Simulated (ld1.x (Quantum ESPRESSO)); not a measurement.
The numbers below are computed, except where a source is named.
# Pseudopotentials across the periodic table

Generated with ld1.x 7.5 (TM, RRKJ, ultrasoft, PAW), atompaw 4.2 or ONCVPSP 4.0.1. The cutoff is in Ry: for ld1.x and atompaw files where the sum of valence levels is converged to 10 mRy in a Bessel basis, for ONCV files where the hardest occupied wave has 1 mHa per electron of residual kinetic energy. The error is the largest all-electron minus pseudo excitation energy over each file’s own four to seven test configurations (ionisations up to +4, promotions, holes and added fractions of an electron), all of which were solved. The labels leave out finer settings (local radius, basis sizes, second energies), which also bear on the numbers. Spin-polarised tests are not counted. The rows are a selection from randomly drawn settings: files with unsolved tests, undetermined cutoffs or missed reference levels are left out.

A true bound ghost makes a file unfit for plane-wave use even where its test errors are small: the radial tests pick states by their node count and pass the ghost by.

| element | potential | cutoff (Ry) | largest error (meV) | bound ghosts |
| --- | --- | --- | --- | --- |
| Si | TM, LDA (PZ), scalar-relativistic, rc 1.70/2.35 (sp), local p, core correction no, reference 3s2 3p2 | 15 | +222 | none |
| P | TM, PBE, scalar-relativistic, rc 1.10/1.20/0.90 (spd), local d, core correction yes, reference 3s2 3p3 | 80 | -14 | s |
| Cl | PAW, revPBE, non-relativistic, rc 1.35/1.30 (sp), local smoothed, core correction yes, reference 3s1 3p6 | 21 | -69 | none |
| Sc | TM, PBE, scalar-relativistic, rc 3.35/2.95/2.70/3.45 (spdf), local f, core correction yes, reference 3d1 4s2 4p0 | 30 | +174 | none |
| V | TM semilocal, LDA (PZ), scalar-relativistic, rc 1.10/0.90/2.05 (spd), local d, core correction no, reference 3s2 3p6 3d3 4s0 4p0 | 120 | +194 | none |
| Cr | TM, LDA (PZ), scalar-relativistic, rc 0.85/1.30/1.45 (spd), local s, core correction yes, reference 3s2 3p6 3d4 4s0 4p0 | 160 | +57 | none |
| Pt | ultrasoft, PW91, scalar-relativistic, rc 2.70/3.06/1.64 (spd), local smoothed, core correction yes, reference 5d9 6s0.5 6p0 | 40 | -724 | none |

(1) Fill in the row for Ne: TM, PBE, non-relativistic, rc 0.55/1.40/1.20 (spd), local p, core correction yes, reference 2s2 2p5.

Results:

(1) cutoff 230 Ry, largest error +2003 meV, bound ghosts: none.
